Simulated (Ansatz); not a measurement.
Consider the substitution at a C–Si bond: `C[SiH2]OC(=N)F` + `[OH][Nb]([OH])([OH])([Cl])[Cl]` → `C[O][Nb]([OH])([OH])([Cl])[Cl]` + `N=C(F)O[SiH3]`.

Program: Ansatz. Geometries: PBE0-D4/def2-TZVP. ΔE: electronic, gas phase. CBS: MP2 limit from def2 TZ/QZ plus the TZ coupled-cluster correction, frozen cores. DFT in def2-TZVPP. Elements past krypton have def2 core potentials. For Nb outer-core shells are correlated without core-valence functions, which leaves a few kJ/mol of doubt a bond. One conformer a species, not always the lowest.

Task: Is it downhill or uphill in electronic energy at CCSD(T)/CBS, and by how much? (An estimate is asked.)

Result: Computed: Uphill: ΔE = +73.8 kJ/mol.

Task: What do these levels give: revPBE-D4, r2SCAN-D4, CAM-B3LYP-D4, ωB97M-V, PBE0, BHLYP? (Best estimate.)

Result: Computed: revPBE-D4 70.0, r2SCAN-D4 76.1, CAM-B3LYP-D4 70.7, ωB97M-V 80.0, PBE0 76.9, BHLYP 73.8 kJ/mol.

Largest T1 diagnostic among the species: 0.021, so the coupled-cluster value is less sure than usual.

In def2-TZVPP, CCSD(T) changes the Hartree–Fock value by −9.7 kJ/mol (the triples alone add −4.7 kJ/mol) and MP2 by −7.7 kJ/mol. At CCSD(T), def2-SVP lies −28.2 kJ/mol from the extrapolated value and def2-TZVPP −6.6 kJ/mol. From r2SCAN to r2SCAN0 (25 % exact exchange), in def2-TZVPP and without D4, ΔE moves by +4.2 kJ/mol.
